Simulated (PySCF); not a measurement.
## Where the electron goes

Compound: C₅H₁₀NPSi.
Structure used (GFN2-xTB), in Å, numbered top down from 1:
```
atom  x, y, z in Å
N1    -2.153    3.094    0.226
C2    -1.737    2.082   -0.107
C3    -1.197    0.807   -0.479
C4    -1.909   -0.379    0.206
C5    -0.720   -0.534    1.161
C6     0.092    0.455    0.305
Si7    1.441   -0.353   -0.764
P8     2.813   -1.425    0.641
H9    -1.124    0.753   -1.567
H10   -2.038   -1.225   -0.467
H11   -2.864   -0.141    0.670
H12   -0.930   -0.162    2.163
H13   -0.307   -1.540    1.242
H14    0.489    1.301    0.870
H15    0.832   -1.373   -1.629
H16    2.053    0.673   -1.618
H17    3.507   -0.296    1.039
H18    3.745   -1.731   -0.333
```

The calculation used TDDFT PBE0/def2-SVPD, vertical, gas phase, core orbitals frozen in the response in PySCF.

Frontier orbitals with the atoms that hold most of them (Löwdin shares over 4%, at most four atoms; ? is withheld):

| orbital | ε (eV) | atoms |
| --- | --- | --- |
| HOMO-3 | -9.25 | N1 13%, C6 13%, C2 10%, C4 9% |
| HOMO-2 | -9.04 | N1 29%, C2 19%, C3 13%, C5 10% |
| HOMO-1 | -8.51 | C6 24%, Si7 15%, N1 9%, C3 8% |
| HOMO | -7.77 | ? |
| LUMO | -0.14 | ? |
| LUMO+1 | 0.16 | Si7 25%, P8 22%, H17 11%, H18 8% |
| LUMO+2 | 0.18 | P8 34%, Si7 12%, H18 8%, H17 7% |

Question: Which atoms hold the LUMO, and with what shares?

Answer: Si7 (bonded to C, P and 2 H) 24%; P8 (bonded to Si and 2 H) 19%; H15 (bonded to Si) 8%; H16 (bonded to Si) 8%. By element: silicon 24%, phosphorus 19%, hydrogen 16% or more.

Question: Give the leading atoms of the HOMO.

Answer: P8 (bonded to Si and 2 H) 64%; Si7 (bonded to C, P and 2 H) 14%; H17 (bonded to P) 7%; H18 (bonded to P) 6%. By element: phosphorus 64%, silicon 14%, hydrogen 13% or more.

Question: The HOMO–LUMO gap is 7.63 eV. Where does the response calculation put the lowest singlet, and from which orbitals?

Answer: S1 is at 6.47 eV (f = 0.012), 1.16 eV below the gap, made of HOMO→LUMO+2 (49%), HOMO→LUMO (43%). Its leading pair isn't HOMO and LUMO; the energies of that pair differ by 7.95 eV. Without the coupling terms of the response equations the lowest excitation would equal the gap.

Next come S2 at 6.72 eV (f 0.037), HOMO→LUMO+1 (96%); S3 at 6.84 eV (f 0.147), HOMO→LUMO (48%), HOMO→LUMO+2 (42%); S4 at 7.18 eV (f 0.055), HOMO-1→LUMO (77%), HOMO→LUMO+3 (8%); S5 at 7.21 eV (f 0.069), HOMO→LUMO+4 (58%), HOMO→LUMO+3 (20%), HOMO-1→LUMO (11%).

One conformer stands for the species.
